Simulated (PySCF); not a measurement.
C3H7BF2O, SMILES FB([C@H](OC)C)F.

Geometry optimised at B3LYP-D3(BJ)/def2-SVP. The structure was generated by enumeration; whether it is a known compound was not checked. The values are those of a single conformer.

These are TDA-PBE/def2-SVPD run with PySCF 2.14.0 values and carry that method's errors.

Vertical excitations. 

Computed lowest excited states:
| state | energy (eV) | λ (nm) | f | main pairs |
|---|---|---|---|---|
| S1 | 5.15 | 241 | 0.006 | HOMO→LUMO 100 % |
| S2 | 5.94 | 209 | 0.013 | HOMO→LUMO+1 100 % |
| S3 | 6.47 | 192 | 0.004 | HOMO−1→LUMO 96 % |
| S4 | 6.55 | 189 | 0.011 | HOMO→LUMO+2 99 % |
| S5 | 6.87 | 180 | 0.028 | HOMO→LUMO+3 98 % |
| S6 | 7.18 | 173 | 0.003 | HOMO−1→LUMO+1 95 % |
| T1 | 5.01 | 247 | 0 | HOMO→LUMO 100 % |
| T2 | 5.84 | 212 | 0 | HOMO→LUMO+1 98 % |
Triplets are in the Tamm–Dancoff approximation.
